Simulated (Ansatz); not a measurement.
Gas-phase electronic energies from Ansatz, PBE0-D4/def2-TZVP geometries. CCSD(T)/CBS adds triple-zeta CCSD(T) − MP2 to the extrapolated MP2 energy (def2 sets, frozen cores). Functionals use def2-TZVPP. One conformer a species, not always the lowest.

Reaction (cleavage of the Si–P bond): `OP([SiH3])[SiH3]` + `CC#CS` → `CC#CS[SiH3]` + `OP[SiH3]`

`OP([SiH3])[SiH3]`:

```xyz
11

O    -1.367   -1.505   -0.103
P    -0.842   -0.059   -0.774
Si   -0.664    1.188    1.098
Si    1.360   -0.506   -0.974
H    -2.129   -1.820   -0.597
H    -2.028    1.521    1.588
H     0.042    2.440    0.712
H     0.088    0.502    2.182
H     1.961   -1.042    0.276
H     1.553   -1.493   -2.068
H     2.025    0.774   -1.340
```

`CC#CS`:

```xyz
8

C    -0.379    0.956    1.077
C     0.020    0.128   -0.042
C     0.348   -0.568   -0.970
S     0.830   -1.413   -2.341
H    -0.641    1.960    0.733
H     0.422    1.050    1.815
H    -1.256    0.539    1.577
H     0.655   -2.653   -1.849
```

`CC#CS[SiH3]`:

```xyz
11

C    -1.225   -0.560    2.139
C    -0.205   -0.032    1.256
C     0.645    0.407    0.521
S     1.855    1.037   -0.465
Si    0.988    0.410   -2.329
H    -0.813   -1.317    2.811
H    -2.029   -1.025    1.563
H    -1.666    0.233    2.749
H     0.865   -1.067   -2.362
H    -0.345    1.033   -2.506
H     1.930    0.881   -3.376
```

`OP[SiH3]`:

Z-matrix (Å, degrees):
```
Si
P 1 2.260
H 1 1.487 2 112.7
H 1 1.486 2 109.2 3 -121.7
H 1 1.488 2 106.5 3 120.4
O 2 1.666 1 99.0 3 45.3
H 2 1.427 1 92.7 3 -54.8
H 6 0.960 2 109.1 1 143.7
```

```json
{"species": "`OP([SiH3])[SiH3]`", "r2SCAN energy (Eh)": "-999.72239"}
{"species": "`CC#CS`", "r2SCAN energy (Eh)": "-514.80414"}
{"species": "`CC#CS[SiH3]`", "r2SCAN energy (Eh)": "-805.50236"}
{"species": "`OP[SiH3]`", "r2SCAN energy (Eh)": "-709.03871"}
```

Task: Work out ΔE.

Result: ΔE = (-805.50236) + (-709.03871) − (-999.72239) − (-514.80414) = -0.01454 Eh = -38.2 kJ/mol. CCSD(T)/CBS gives -41.0 kJ/mol.

Largest T1 diagnostic among the species: 0.014.

From PBE to PBE0 (25 % exact exchange), in def2-TZVPP and without D4, ΔE moves by −3.4 kJ/mol. In def2-TZVPP, CCSD(T) changes the Hartree–Fock value by +10.0 kJ/mol (the triples alone add +1.2 kJ/mol) and MP2 by +4.6 kJ/mol. The D4 term adds +3.3 kJ/mol with B3LYP and +1.8 kJ/mol with PBE0; it sums over pairs of atoms, weighted by their polarisabilities, and B3LYP, whose exchange is more repulsive, gets the larger term.

B3LYP here is the variant with VWN-RPA as its local correlation; programs differ in this.
